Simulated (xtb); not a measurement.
C4H6Si, SMILES C#C[SiH2]C=C. All values are semi-empirical tight-binding results from xtb (GFN2-xTB unless named), good for trends rather than for accurate numbers. The structure is a stationary point at GFN2-xTB. One conformer was computed; it need not be the lowest.

Optimised geometry:

Bonds (Å): C1–C2 1.202, C1–H6 1.053, C2–Si3 1.852, Si3–C4 1.885, Si3–H7 1.467, Si3–H8 1.470, C4–C5 1.323, C4–H9 1.084, C5–H10 1.079, C5–H11 1.080. Bond angles (°): C2–C1–H6 179.8, C1–C2–Si3 179.7, C2–Si3–C4 107.2, C2–Si3–H7 108.9, C2–Si3–H8 108.1, C4–Si3–H7 110.9, C4–Si3–H8 110.0, H7–Si3–H8 111.5, Si3–C4–C5 124.9, Si3–C4–H9 116.9, C5–C4–H9 118.2, C4–C5–H10 121.7, C4–C5–H11 122.8, H10–C5–H11 115.5.
Charge 0, spin multiplicity 1.

### Question
Estimate the properties. (Estimate from the structure and the level; the computed values follow.)

### Answer

- orbital gap: 4.44 eV
- dipole moment: 0.22 D
- zero-point energy: 47.4 kcal/mol
- G − E(el) at 298.15 K (modified RRHO): 28.0 kcal/mol
- static polarisability (D4 model): 73.3 bohr³
- solvation energy, GFN2-xTB/ALPB(water): -0.5 kcal/mol
- solvation energy, GFN2-xTB/ALPB(acetone): -5.2 kcal/mol

Computed atomic charges and the Wiberg bond orders between heavy atoms:
charges (e) C1 -0.08, C2 -0.12, Si3 0.46, C4 -0.13, C5 -0.08, H6 0.07, H7 -0.10, H8 -0.10, H9 0.02, H10 0.02, H11 0.03. Bond orders C1–C2 2.92, C2–Si3 0.92, Si3–C4 0.89, C4–C5 2.00.
